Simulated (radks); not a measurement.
Values are calculated unless marked as measured or tabulated.
How relativity changes the ionisation of the zinc ion Zn3+ ([Ar] 3d9) to Zn4+ ([Ar] 3d8). Spin-unpolarised spherical Kohn-Sham, PBE, point nucleus unless stated (finite: rms radius 3.9283 fm), a radial shooting solver on a logarithmic mesh with Libxc functionals. A level marked "c x" has the speed of light scaled by that factor and shares open shells by 2j + 1; other Dirac levels either fill j = l - 1/2 first or share by 2j + 1.

level                               E(Zn3+) (hartree)  E(Zn4+) (hartree)  IE (eV)   HOMO  <r> HOMO (bohr)
non-rel.                                  -1776.66282        -1774.37639   62.217     3d           0.8167
scalar-rel.                               -1793.48803        -1791.21641   61.814     3d           0.8202
scalar-rel., finite nucleus               -1793.47924        -1791.20761   61.814     3d           0.8202
Dirac, 2j+1 shares                        -1793.55339        -1791.28181   61.813  3d5/2           0.8223
Dirac, low j first                        -1793.55920        -1791.29443   61.628  3d5/2           0.8224
Dirac, 2j+1 shares, finite nucleus        -1793.54459        -1791.27301   61.813  3d5/2           0.8223
Dirac, c x 1.25                           -1787.38028        -1785.10338   61.958  3d5/2           0.8202
Dirac, c x 1.5                            -1784.07120        -1781.79139   62.037  3d5/2           0.8192
Dirac, c x 100                            -1776.66447        -1774.37804   62.217  3d5/2           0.8167

NIST Atomic Spectra Database: 59.57 eV (measured). The relativistic part of the total energy of Zn3+ is -16.88 hartree (Dirac, 2j+1 shares, finite nucleus), 0.95 % of the non-relativistic value. Spin polarisation and multiplet splitting of open shells are left out at every level.

Beside tabulated values, note that spin-unpolarised runs miss the spin-polarisation part of the exchange energy of open shells.
